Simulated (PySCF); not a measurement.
Excitations are Tamm–Dancoff values on a coarser integration grid. The basis has no diffuse functions, so Rydberg states are missing or too high.

Species: H$_{2}$AlI$_{2}$N, SMILES `[I][Al]([NH2])[I]` (charge 0, multiplicity 1).

### Question
Estimate the dipole moment, S1–T1 gap (TDA) and HOMO–LUMO gap that PBE-D3(BJ)/def2-TZVP // B3LYP-D3(BJ)/def2-TZVP (PySCF) returns for this input.

### Answer

| Quantity | Value |
|---|---|
| dipole moment | 1.99 D |
| S1–T1 gap (TDA) | 0.22 eV |
| HOMO–LUMO gap | 4.50 eV |
